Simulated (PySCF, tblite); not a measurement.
Species: C5H16Si2.
Atom-mapped SMILES: `[CH3:1][CH2:2][CH2:3][CH2:4][CH:5]([SiH3:6])[SiH3:7]` (hydrogens: H8, H9, H10 on C1; H11, H12 on C2; H13, H14 on C3; H15, H16 on C4; H17 on C5; H18, H19, H20 on Si6; H21, H22, H23 on Si7)

Structure used (GFN2-xTB), in Å, numbered top down from 1:
```
atom  x, y, z in Å
C1     3.4465   -0.4329   -0.5808
C2     2.2910    0.4579   -0.1398
C3     0.9729   -0.3108   -0.0658
C4    -0.1749    0.5630    0.4340
C5    -1.4915   -0.2026    0.6013
Si6   -2.7616    0.8592    1.5474
Si7   -2.1784   -0.8584   -1.0518
H8     3.2477   -0.8589   -1.5620
H9     3.5886   -1.2499    0.1240
H10    4.3711    0.1377   -0.6354
H11    2.1846    1.2891   -0.8410
H12    2.5176    0.8827    0.8414
H13    0.7296   -0.7017   -1.0563
H14    1.0916   -1.1652    0.6066
H15    0.1206    0.9983    1.3946
H16   -0.3228    1.3936   -0.2616
H17   -1.2872   -1.0754    1.2330
H18   -3.9920    0.0932    1.7497
H19   -3.0531    2.0857    0.8028
H20   -2.2073    1.2216    2.8565
H21   -2.1737    0.2217   -2.0410
H22   -1.3783   -1.9766   -1.5625
H23   -3.5459   -1.3442   -0.8590
```

Computed, not measured: PBE0/pcSseg-1 in PySCF (dipole) on a GFN2-xTB geometry, gas phase.

Masses are those of the commonest isotopes; rigid-rotor values at the optimised geometry. The values belong to one conformer with, in the numbering `[CH3:1][CH2:2][CH2:3][CH2:4][CH:5]([SiH3:6])[SiH3:7]`, C1–C2–C3–C4 178°, C2–C3–C4–C5 -176°, C3–C4–C5–Si6 169°.

(1) What are A, B and C (cm⁻¹)?

(2) What kind of rotor is it?

(3) Is it planar, by Δ = Ic − Ia − Ib?

(4) List the rotational levels J(Ka,Kc) to J = 4 (MHz).

(5) Which lines would a microwave search look for?

Answers

(1) Ia = 187.96, Ib = 693.30, Ic = 840.28 u·Å²; 505379 MHz·u·Å²/I gives 2689, 728.9 and 601.4 MHz, that is A = 0.08969, B = 0.02432, C = 0.02006 cm⁻¹.

(2) An asymmetric top; Ray's κ = -0.878.

(3) Not planar: Δ = Ic − Ia − Ib = -40.98 u·Å². For a rigid frame Δ = −2 Σ m c², so Σ m c² = 20.49 u·Å² lies off the ab plane: 15.18 from hydrogen and 5.32 from heavier atoms. The atom farthest from that plane is 1.55 Å away.

(4) Above 0(0,0):
J = 1: 1(0,1) 1330, 1(1,1) 3290, 1(1,0) 3418
J = 2: 2(0,2) 3985, 2(1,2) 5823, 2(1,1) 6206, 2(2,1) 12085, 2(2,0) 12091
J = 3: 3(0,3) 7952, 3(1,3) 9620, 3(1,2) 10385, 3(2,2) 16076, 3(2,1) 16106, 3(3,1) 26198, 3(3,0) 26198
J = 4: 4(0,4) 13214, 4(1,4) 14675, 4(1,3) 15948, 4(2,3) 21393, 4(2,2) 21483, 4(3,2) 31531, 4(3,1) 31532, 4(4,1) 45685, 4(4,0) 45685
The levels of one J sum to (2J + 1)J(J + 1)(A + B + C)/3.

(5) The dipole components are |μa| = 0.86 D, |μb| = 0.30 D, |μc| = 0.27 D. The squared components, which scale the intensities, stand as 1.00 : 0.12 : 0.10 (a : b : c). Some lines, for components of 0.1 D or more:

```
type  branch         J(Ka,Kc)    MHz  lower level (cm⁻¹)
   b       R  2(0,2) ← 1(1,1)    695               0.110
   c       Q  3(1,3) ← 3(0,3)   1667               0.265
   c       Q  1(1,1) ← 1(0,1)   1960               0.044
   b       R  3(0,3) ← 2(1,2)   2129               0.194
   b       Q  2(1,1) ← 2(0,2)   2221               0.133
   a       R  2(1,1) ← 1(1,0)   2788               0.114
   c       R  1(1,0) ← 0(0,0)   3418               0.000
   a       R  3(1,3) ← 2(1,2)   3796               0.194
   b       R  2(1,2) ← 1(0,1)   4493               0.044
   c       R  2(1,1) ← 1(0,1)   4876               0.044
   b       Q  3(2,1) ← 3(1,2)   5722               0.346
   b       Q  2(2,0) ← 2(1,1)   5885               0.207
   b       Q  2(2,1) ← 2(1,2)   6262               0.194
   c       R  3(1,2) ← 2(0,2)   6399               0.133
   b       Q  3(2,2) ← 3(1,3)   6457               0.321
   c       R  2(2,0) ← 1(1,0)   8674               0.114
   c       R  2(2,1) ← 1(1,1)   8795               0.110
   b       R  2(2,0) ← 1(1,1)   8801               0.110
   b       R  3(2,2) ← 2(1,1)   9870               0.207
   c       R  3(2,1) ← 2(1,1)   9900               0.207
   c       Q  3(3,1) ← 3(2,1)  10091               0.537
   b       Q  3(3,0) ← 3(2,1)  10091               0.537
   b       Q  3(3,1) ← 3(2,2)  10121               0.536
   c       R  3(2,2) ← 2(1,2)  10253               0.194
   b       R  3(2,1) ← 2(1,2)  10283               0.194
   c       R  3(3,1) ← 2(2,1)  14112               0.403
   b       R  3(3,0) ← 2(2,1)  14113               0.403
```

Its GFN2-xTB frequencies are all real (lowest 47 cm⁻¹). Zero-point vibration and centrifugal distortion are left out. A rigid rotor knows nothing of internal rotation, which can split or shift real lines.

Time: 2.2 min (grids of density and orbitals included); peak memory 0.97 GiB. Hardware: an Intel Xeon at 2.50 GHz with one thread, shared host. This is the PBE0/pcSseg-1 job that gave the dipole, with the shieldings it also computed.
